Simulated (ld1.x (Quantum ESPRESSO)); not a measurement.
**Which change was made? (Ar, TM)**

Ar (Z = 18), norm-conserving Troullier–Martins (Kleinman–Bylander form), made with ld1.x (Quantum ESPRESSO) 7.5 (PBEsol, scalar-relativistic). Core [Ne], reference 3s2 3p5 (charge +1). Waves: 3p (bound): rc 1.40 bohr; 3d channel at 0.1 Ry: rc 1.30 bohr; 3s (bound): rc 0.90 bohr. Local part: the s channel. Core correction: Bessel-smoothed model core inside 0.90 bohr.

Cutoffs, loose and tight: the cutoffs (Ry, on a coarse ladder) from which the occupation-weighted sum of valence levels, in a spherical-Bessel basis at the reference potential, stays within 10 and 1 mRy of its value at 400 Ry. They do not see the model core or the augmentation charge, which bear on the density cutoff. Test errors are all-electron minus pseudo excitation energies from the reference, over the configurations 3s2 3p6; 3s2 3p4; 3s2 3p3; 3s1 3p6; 3s2 3p2; 3s2 3p5.5; variants that change the core or the reference have their own tests.

The base gives: outcome: generated; cutoff, loose: 160 Ry; cutoff, tight: 300 Ry; bound ghosts: none; largest test error (meV): +204.

(1) After one change the result is: outcome: generated; cutoff, loose: over 300 Ry; cutoff, tight: over 300 Ry; bound ghosts: none; largest test error (meV): +301. Which change was it?
A. all radii but the core radius scaled by about 0.85 (s 0.76, p 1.20, d 1.10 bohr)
B. all radii but the core radius scaled by about 0.76 (s 0.68, p 1.06, d 1.00 bohr)
C. all radii but the core radius scaled by about 1.20 (s 1.08, p 1.68, d 1.56 bohr)

## Answers

(1) A. The others give: all radii but the core radius scaled by about 1.20 (s 1.08, p 1.68, d 1.56 bohr) → outcome: generated; cutoff, loose: 70 Ry; cutoff, tight: 100 Ry; bound ghosts: none; largest test error (meV): +138 | all radii but the core radius scaled by about 0.76 (s 0.68, p 1.06, d 1.00 bohr) → outcome: generated; bound ghosts: not determined; largest test error (meV): +530.
